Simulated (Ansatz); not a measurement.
Cl$_{3}$HSeZr, SMILES `[Cl][Zr]([Cl])([Cl])[SeH]`. Total charge 0; spin multiplicity 1. Zr: def2 effective core potential.

```xyz
6

Cl   -0.0034   -0.0411    2.4207
Zr    0.0669    0.5086    0.1660
Cl   -1.0723    2.4702   -0.2903
Cl    2.2877    0.6085   -0.5036
Se   -1.1307   -1.2975   -1.1739
H    -0.1482   -2.2488   -0.6188
```

What are the harmonic wavenumbers in cm⁻¹ at PBE0-D4/def2-TZVP (Ansatz, finite differences of forces, unscaled)? (An estimate is asked.)

The calculation gave: 67, 74, 91, 95, 101, 126, 270, 387, 408, 424, 445, 2404.

Is this a minimum?

Yes, all 12 modes are real.

Give the ideal-gas thermochemistry at 298.15 K and 1 bar (rigid rotor, harmonic oscillator; point group Cs, symmetry number 1).

Zero-point energy 29.3 kJ/mol; H(298) − E = 55.3 kJ/mol; entropy 422.4 J/(mol·K), of which translation 179.0, rotation 129.8, vibration 113.6; G(298) − E = -70.7 kJ/mol. Modes under 100 cm⁻¹ are hindered rotations or soft bends, so the harmonic entropy is rough.
